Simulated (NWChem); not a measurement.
**Basis-set convergence for H2ClNPb**

```xyz
5

Pb     0.2397    -0.3601     0.0000
Cl    -1.9396     0.9138     0.0000
N      1.4147     1.4440     0.0000
H      2.4376     1.5118     0.0000
H      0.9778     2.3723     0.0000
```
Charge 0, spin multiplicity 1.

All runs are NWChem calculations. The geometry was optimised at PBE/def2-SVP with def2 effective core potentials on Pb, a minimum by its harmonic frequencies. It is one conformer; others weren't searched.

Quantity: dipole moment at the level PBE.

Effective core potentials replace the inner electrons of Pb; spin-orbit coupling is left out. The structure started from a generated list of species.

The cost column gives rough processor time relative to def2-SVP; each entry includes its own SCF.

| basis | functions | dipole moment (D) | relative cost |
|---|---|---|---|
| def2-SVP | 68 | [?] | 1 |
| def2-SVPD | 95 | [?] | under 3 |
| def2-TZVP | 130 | 4.03 | 3 |
| def2-TZVPP | 151 | 4.02 | 4 |
| def2-TZVPD | 157 | [?] | 7 |

Problem. What belongs in the gaps?

Solution. 
- def2-SVP, dipole moment (D): 3.75
- def2-SVPD, dipole moment (D): 4.16
- def2-TZVPD, dipole moment (D): 4.07
